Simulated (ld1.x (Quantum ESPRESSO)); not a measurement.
**Before and after: TM potential for lead (Pb)**

lead (Pb), norm-conserving Troullier–Martins (Kleinman–Bylander form), made with ld1.x (Quantum ESPRESSO) 7.5 (LDA (PZ), non-relativistic). Core [Xe] 4f14, reference 5d10 6s2 6p2. Waves: 6p (bound): rc 2.00 bohr; 5d (bound): rc 2.00 bohr; 6s (bound): rc 2.25 bohr. Local part: the s channel. Core correction: Bessel-smoothed model core, default radius (core density twice the valence density).

All-electron outer shells of the reference configuration (LDA (PZ), non-relativistic, ld1.x):

```csv
shell,level (eV),outermost node (bohr),outermost maximum (bohr)
5s,-114.46,0.50,0.88
5p,-80.03,0.51,0.92
5d,-24.54,0.53,1.06
6s,-9.72,1.13,2.21
6p,-3.87,1.23,2.73
```

Change: local potential all-electron potential smoothed inside 2.15 bohr (lloc = -1).

Cutoffs: the cutoffs (Ry, on a coarse ladder) from which the occupation-weighted sum of valence levels, in a spherical-Bessel basis at the reference potential, stays within 10 and 1 mRy of its value at 400 Ry; they do not see the model core or the augmentation charge, which bear on the density cutoff. Errors are all-electron minus pseudo energies relative to the spin-unpolarised reference configuration.

**Question.** How do hardness, ghosts and transferability respond?

**Answer.** The potential gets neither clearly harder nor softer (50 Ry and 90 Ry → 50 Ry and 90 Ry); the bound ghosts move from p to s; the number of tests that count goes from 9 to 6; of the 6 tests that both files solve, the error grows in 1 and shrinks in 2 by more than 15 % and 0.3 meV (median size 0.8 → 0.6 meV); the range in which the s phases agree widens (upper end 3.2 → 4.6); the range in which the p phases agree narrows (upper end 4.2 → 0.3). In the separable form a ghost depends on how the local part lies against the semilocal potential of the channel, so the choice of the local part can create or remove one.

```tsv
quantity	base	changed
cutoff, loose	50 Ry	50 Ry
cutoff, tight	90 Ry	90 Ry
loose cutoff by channel (10 mRy a level)	p 21 Ry, d 45 Ry, s 8 Ry	s 18 Ry, p 21 Ry, d 45 Ry
bound ghosts	p	s
tests counted (converged, no solver errors)	9 of 9	6 of 9
error for 5d10 6s2 6p1, meV [ΔE 6.94 eV]	+0.9	+0.6
error for 5d10 6s0 6p0, meV [ΔE 87.76 eV]	-52	-39
error for 5d10 6s0 6p4, meV [ΔE 12.09 eV]	-1.9	+5.6
error for 5d10 6s2 6p2.3, meV [ΔE -0.91 eV]	0.0	+0.1
error for 5d10 6s2 6p2 (spin-polarised), meV [ΔE -0.44 eV]	+0.1	-0.1
error for 5d10 6s2 6p1 (spin-polarised), meV [ΔE 6.80 eV]	+0.7	-0.5
s: phases at 2.46 bohr within 0.05 rad from the reference energy up to (Ry; the scan ends near 5)	3.2	4.6
p: phases at 2.46 bohr within 0.05 rad from the reference energy up to (Ry; the scan ends near 5)	4.2	0.3
d: phases at 2.46 bohr within 0.05 rad from the reference energy up to (Ry; the scan ends near 5)	0.3	1.2
```

Changed file: Tests not counted: 5d10 6s2 6p0 (solver errors, printed error -18.2 eV); 5d10 6s1 6p0 (solver errors, printed error -3.1 eV); 5d9 6s2 6p3 (solver errors, printed error -1508 eV). A true bound ghost makes a file unfit for plane-wave use even where its test errors are small: the radial tests pick states by their node count and pass the ghost by. Where a test does run into it, the solver fails or the error is huge.
